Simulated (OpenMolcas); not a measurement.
**Os6+: effect of the basis set**

```yaml
Program: OpenMolcas
Method: "SS-CASPT2, IPEA 0.25 Eh, imaginary shift 0.1 Eh (closed shells correlated: 5s 5p)"
Active_space: 2 electrons in 10 orbitals (5d 6d)
State_averaging: 2S+1 = 3 even, 10 roots; 2S+1 = 1 even, 15 roots
Spin-orbit_coupling: RASSI with atomic mean-field integrals over the reference wave functions, term energies averaged over their components
```

A. ANO-R2 [8s6p5d3f1g], X2C, finite nucleus; CASPT2 step roughly 60 core-seconds
B. ANO-RCC-VTZP [8s7p5d3f2g1h], DKH2, point nucleus; CASPT2 step about 100 core-seconds
C. ANO-RCC-VQZP [9s8p6d4f3g2h], DKH2, point nucleus; CASPT2 step roughly 90 core-seconds

Energies in cm-1 above 5d2 3F2, the measured ground level; measured values from van het Hof, Joshi, Wyart and Sugar, J. Res. Natl. Inst. Stand. Technol. 100, 687 (1995).

```
         Level      A      B      C  Measured
       5d2 3F2    0.0    0.0    0.0       0.0
       5d2 3F3  10510  10650  10130     10308
       5d2 3P0  16630  16560  16610     15837
       5d2 3F4  18450  18610  17870          
       5d2 3P1  22970  23020  22630     22098
       5d2 1G4  32200  32280  31580     31274
5d2 3P2 [59 %]  33820  33940  33020     33127
       5d2 1S0  58750  58650  58230     57710
```

Deviations, from unrounded energies. A percentage is the sum of absolute deviations over the sum of measured energies, with the sign that they share, or ± where signs differ.

```csv
Against measurement,Levels,A,B,C
mean absolute deviation (cm-1),6,750,790,400
fine structure of the ground term (%),1,+2.0,+3.4,-1.7
other terms of the ground configuration (%),5,+2.7,+2.8,±1.4
```

C lies closest to measurement on these levels and B furthest from it. The largest miss of C in the table is 5d2 3P0, by +770 cm-1. The ranking rests on the paired levels alone, and a cruder setting can come out closer through cancelling errors.

Among A to C the level of the table that moves most is 5d2 3P2 [59 %], by 920 cm-1 (lowest in C, highest in B). Moves below CASPT2's spread within the term are not significant.

CASPT2 breaks the degeneracy within a term, and the mean is taken; among the terms shown or strongly mixed into the levels shown the widest spread is 510 cm-1 (5d2 1G, A). Active for correlation alone: 6d; no level in the range computed is led by a configuration that fills it, so any true level of that kind is missing. Computed and measured levels are paired by configuration, term and J; levels that our copy of the source lacks, or whose pairing is in doubt (as where it misses far off the trend of its configuration), stay unpaired and out of the deviations. Only configurations of the active space appear. Levels that lie high or do not pair safely by name in every column are left out.

A share in square brackets marks a mixed level and gives the weight of the term that names it, the lowest over the columns.
